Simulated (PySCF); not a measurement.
ClPb (SMILES [Cl][Pb]), doublet, geometry from GFN2-xTB (such geometries of metal compounds can be far from the true shape) (the spin is typed, not shown lowest) (core potentials on Pb), with bond 2-1 at 2.0 times its length; HF/def2-SVP (PySCF).

PySCF was given this input:
```python
from pyscf import gto, scf

mol = gto.M(
    atom='''
Pb   -0.000000   -0.000000   -0.434725
Cl    0.000000    0.000000    4.628539
''',
    basis='def2-svp',
    ecp={'Pb': 'def2-svp'},
    charge=0,
    spin=1,
    verbose=4,
)

mf = scf.UHF(mol)
mf.diis = False
mf.max_cycle = 100
mf.kernel()
```

**Question.** Write the output that PySCF gives for this input, abridged.

**Answer.** 
```
PySCF version 2.14.0

[INPUT] verbose = 4
[INPUT] num. atoms = 2
[INPUT] num. electrons = 39
[INPUT] charge = 0
[INPUT] spin (= nelec alpha-beta = 2S) = 1
[INPUT] symmetry False subgroup None
[INPUT] Mole.unit = angstrom
[INPUT] Symbol           X                Y                Z      unit          X                Y                Z       unit  Magmom
[INPUT]  1 Pb     0.000000000000   0.000000000000  -0.434725000000 AA    0.000000000000   0.000000000000  -0.821511189502 Bohr   0.0
[INPUT]  2 Cl     0.000000000000   0.000000000000   4.628539000000 AA    0.000000000000   0.000000000000   8.746671066868 Bohr   0.0

nuclear repulsion = 39.0878841956651
number of shells = 18
number of NR pGTOs = 97
number of NR cGTOs = 44
basis = def2-svp
ecp = {'Pb': 'def2-svp'}

******** <class 'pyscf.scf.uhf.UHF'> ********
method = UHF
initial guess = minao
damping factor = 0
level_shift factor = 0
DIIS disabled
SCF conv_tol = 1e-09
SCF conv_tol_grad = None
SCF max_cycles = 100
direct_scf = True
direct_scf_tol = 1e-13
number electrons alpha = 20  beta = 19
Set gradient conv threshold to 3.16228e-05
init E= -626.563740672723

cycle= 1 E= -645.224596679284  delta_E= -18.7  |g|= 1.62  |ddm|=  9.2
cycle= 2 E= -549.807549411191  delta_E= 95.4  |g|= 4.42  |ddm|= 13.5
cycle= 3 E= -483.553783338815  delta_E= 66.3  |g|= 4.76  |ddm|= 16.2

cycle= 4 E= -455.908551322287  delta_E= 27.6  |g|= 2.74  |ddm|= 17.8
cycle= 5 E= -452.694287551505  delta_E= 3.21  |g|= 6.69  |ddm|= 19.7
cycle= 6 E= -455.82632302328  delta_E= -3.13  |g|= 2.85  |ddm|= 19.7
cycle= 7 E= -452.690398005974  delta_E= 3.14  |g|= 6.69  |ddm|= 19.7
cycle= 8 E= -455.826085236956  delta_E= -3.14  |g|= 2.85  |ddm|= 19.7
cycle= 9 E= -452.690387440132  delta_E= 3.14  |g|= 6.69  |ddm|= 19.7
cycle= 10 E= -455.826084376606  delta_E= -3.14  |g|= 2.85  |ddm|= 19.7
cycle= 11 E= -452.690387407287  delta_E= 3.14  |g|= 6.69  |ddm|= 19.7
cycle= 12 E= -455.826084372219  delta_E= -3.14  |g|= 2.85  |ddm|= 19.7
cycle= 13 E= -452.69038740716  delta_E= 3.14  |g|= 6.69  |ddm|= 19.7
cycle= 14 E= -455.826084372187  delta_E= -3.14  |g|= 2.85  |ddm|= 19.7
cycle= 15 E= -452.690387407159  delta_E= 3.14  |g|= 6.69  |ddm|= 19.7
cycle= 16 E= -455.826084372187  delta_E= -3.14  |g|= 2.85  |ddm|= 19.7
cycle= 17 E= -452.69038740716  delta_E= 3.14  |g|= 6.69  |ddm|= 19.7
cycle= 18 E= -455.826084372187  delta_E= -3.14  |g|= 2.85  |ddm|= 19.7
cycle= 19 E= -452.69038740716  delta_E= 3.14  |g|= 6.69  |ddm|= 19.7
cycle= 20 E= -455.826084372187  delta_E= -3.14  |g|= 2.85  |ddm|= 19.7
cycle= 21 E= -452.690387407159  delta_E= 3.14  |g|= 6.69  |ddm|= 19.7
cycle= 22 E= -455.826084372187  delta_E= -3.14  |g|= 2.85  |ddm|= 19.7
cycle= 23 E= -452.690387407159  delta_E= 3.14  |g|= 6.69  |ddm|= 19.7
cycle= 24 E= -455.826084372187  delta_E= -3.14  |g|= 2.85  |ddm|= 19.7
cycle= 25 E= -452.69038740716  delta_E= 3.14  |g|= 6.69  |ddm|= 19.7
cycle= 26 E= -455.826084372187  delta_E= -3.14  |g|= 2.85  |ddm|= 19.7
cycle= 27 E= -452.69038740716  delta_E= 3.14  |g|= 6.69  |ddm|= 19.7
cycle= 28 E= -455.826084372187  delta_E= -3.14  |g|= 2.85  |ddm|= 19.7
cycle= 29 E= -452.69038740716  delta_E= 3.14  |g|= 6.69  |ddm|= 19.7
cycle= 30 E= -455.826084372187  delta_E= -3.14  |g|= 2.85  |ddm|= 19.7
cycle= 31 E= -452.690387407159  delta_E= 3.14  |g|= 6.69  |ddm|= 19.7
cycle= 32 E= -455.826084372187  delta_E= -3.14  |g|= 2.85  |ddm|= 19.7
cycle= 33 E= -452.690387407159  delta_E= 3.14  |g|= 6.69  |ddm|= 19.7
cycle= 34 E= -455.826084372187  delta_E= -3.14  |g|= 2.85  |ddm|= 19.7
cycle= 35 E= -452.690387407159  delta_E= 3.14  |g|= 6.69  |ddm|= 19.7
cycle= 36 E= -455.826084372187  delta_E= -3.14  |g|= 2.85  |ddm|= 19.7
cycle= 37 E= -452.690387407159  delta_E= 3.14  |g|= 6.69  |ddm|= 19.7
cycle= 38 E= -455.826084372187  delta_E= -3.14  |g|= 2.85  |ddm|= 19.7
cycle= 39 E= -452.690387407159  delta_E= 3.14  |g|= 6.69  |ddm|= 19.7
cycle= 40 E= -455.826084372187  delta_E= -3.14  |g|= 2.85  |ddm|= 19.7
cycle= 41 E= -452.69038740716  delta_E= 3.14  |g|= 6.69  |ddm|= 19.7
cycle= 42 E= -455.826084372187  delta_E= -3.14  |g|= 2.85  |ddm|= 19.7
cycle= 43 E= -452.69038740716  delta_E= 3.14  |g|= 6.69  |ddm|= 19.7
cycle= 44 E= -455.826084372187  delta_E= -3.14  |g|= 2.85  |ddm|= 19.7
cycle= 45 E= -452.69038740716  delta_E= 3.14  |g|= 6.69  |ddm|= 19.7
cycle= 46 E= -455.826084372187  delta_E= -3.14  |g|= 2.85  |ddm|= 19.7
cycle= 47 E= -452.69038740716  delta_E= 3.14  |g|= 6.69  |ddm|= 19.7
cycle= 48 E= -455.826084372187  delta_E= -3.14  |g|= 2.85  |ddm|= 19.7
cycle= 49 E= -452.69038740716  delta_E= 3.14  |g|= 6.69  |ddm|= 19.7
cycle= 50 E= -455.826084372187  delta_E= -3.14  |g|= 2.85  |ddm|= 19.7
cycle= 51 E= -452.69038740716  delta_E= 3.14  |g|= 6.69  |ddm|= 19.7
cycle= 52 E= -455.826084372187  delta_E= -3.14  |g|= 2.85  |ddm|= 19.7
cycle= 53 E= -452.69038740716  delta_E= 3.14  |g|= 6.69  |ddm|= 19.7
cycle= 54 E= -455.826084372187  delta_E= -3.14  |g|= 2.85  |ddm|= 19.7
cycle= 55 E= -452.690387407159  delta_E= 3.14  |g|= 6.69  |ddm|= 19.7
cycle= 56 E= -455.826084372187  delta_E= -3.14  |g|= 2.85  |ddm|= 19.7
cycle= 57 E= -452.690387407159  delta_E= 3.14  |g|= 6.69  |ddm|= 19.7
cycle= 58 E= -455.826084372187  delta_E= -3.14  |g|= 2.85  |ddm|= 19.7
cycle= 59 E= -452.69038740716  delta_E= 3.14  |g|= 6.69  |ddm|= 19.7
cycle= 60 E= -455.826084372187  delta_E= -3.14  |g|= 2.85  |ddm|= 19.7
cycle= 61 E= -452.690387407159  delta_E= 3.14  |g|= 6.69  |ddm|= 19.7
cycle= 62 E= -455.826084372187  delta_E= -3.14  |g|= 2.85  |ddm|= 19.7
cycle= 63 E= -452.690387407159  delta_E= 3.14  |g|= 6.69  |ddm|= 19.7
cycle= 64 E= -455.826084372187  delta_E= -3.14  |g|= 2.85  |ddm|= 19.7
cycle= 65 E= -452.690387407159  delta_E= 3.14  |g|= 6.69  |ddm|= 19.7
cycle= 66 E= -455.826084372187  delta_E= -3.14  |g|= 2.85  |ddm|= 19.7
cycle= 67 E= -452.69038740716  delta_E= 3.14  |g|= 6.69  |ddm|= 19.7
cycle= 68 E= -455.826084372187  delta_E= -3.14  |g|= 2.85  |ddm|= 19.7
cycle= 69 E= -452.690387407159  delta_E= 3.14  |g|= 6.69  |ddm|= 19.7
cycle= 70 E= -455.826084372187  delta_E= -3.14  |g|= 2.85  |ddm|= 19.7
cycle= 71 E= -452.690387407159  delta_E= 3.14  |g|= 6.69  |ddm|= 19.7
cycle= 72 E= -455.826084372187  delta_E= -3.14  |g|= 2.85  |ddm|= 19.7
cycle= 73 E= -452.690387407159  delta_E= 3.14  |g|= 6.69  |ddm|= 19.7
cycle= 74 E= -455.826084372187  delta_E= -3.14  |g|= 2.85  |ddm|= 19.7
cycle= 75 E= -452.690387407159  delta_E= 3.14  |g|= 6.69  |ddm|= 19.7
cycle= 76 E= -455.826084372187  delta_E= -3.14  |g|= 2.85  |ddm|= 19.7
cycle= 77 E= -452.69038740716  delta_E= 3.14  |g|= 6.69  |ddm|= 19.7
cycle= 78 E= -455.826084372187  delta_E= -3.14  |g|= 2.85  |ddm|= 19.7
cycle= 79 E= -452.690387407159  delta_E= 3.14  |g|= 6.69  |ddm|= 19.7
cycle= 80 E= -455.826084372187  delta_E= -3.14  |g|= 2.85  |ddm|= 19.7
cycle= 81 E= -452.69038740716  delta_E= 3.14  |g|= 6.69  |ddm|= 19.7
cycle= 82 E= -455.826084372187  delta_E= -3.14  |g|= 2.85  |ddm|= 19.7
cycle= 83 E= -452.690387407159  delta_E= 3.14  |g|= 6.69  |ddm|= 19.7
cycle= 84 E= -455.826084372187  delta_E= -3.14  |g|= 2.85  |ddm|= 19.7
cycle= 85 E= -452.690387407159  delta_E= 3.14  |g|= 6.69  |ddm|= 19.7
cycle= 86 E= -455.826084372187  delta_E= -3.14  |g|= 2.85  |ddm|= 19.7
cycle= 87 E= -452.69038740716  delta_E= 3.14  |g|= 6.69  |ddm|= 19.7
cycle= 88 E= -455.826084372187  delta_E= -3.14  |g|= 2.85  |ddm|= 19.7
cycle= 89 E= -452.69038740716  delta_E= 3.14  |g|= 6.69  |ddm|= 19.7
cycle= 90 E= -455.826084372187  delta_E= -3.14  |g|= 2.85  |ddm|= 19.7
cycle= 91 E= -452.690387407159  delta_E= 3.14  |g|= 6.69  |ddm|= 19.7
cycle= 92 E= -455.826084372187  delta_E= -3.14  |g|= 2.85  |ddm|= 19.7
cycle= 93 E= -452.690387407159  delta_E= 3.14  |g|= 6.69  |ddm|= 19.7
cycle= 94 E= -455.826084372187  delta_E= -3.14  |g|= 2.85  |ddm|= 19.7
cycle= 95 E= -452.69038740716  delta_E= 3.14  |g|= 6.69  |ddm|= 19.7
cycle= 96 E= -455.826084372187  delta_E= -3.14  |g|= 2.85  |ddm|= 19.7
cycle= 97 E= -452.69038740716  delta_E= 3.14  |g|= 6.69  |ddm|= 19.7
cycle= 98 E= -455.826084372187  delta_E= -3.14  |g|= 2.85  |ddm|= 19.7
cycle= 99 E= -452.690387407159  delta_E= 3.14  |g|= 6.69  |ddm|= 19.7
cycle= 100 E= -455.826084372187  delta_E= -3.14  |g|= 2.85  |ddm|= 19.7
SCF not converged.
SCF energy = -455.826084372187 after 100 cycles  <S^2> = 0.75000056  2S+1 = 2.0000006
```

The run did not converge; its last values are not results.
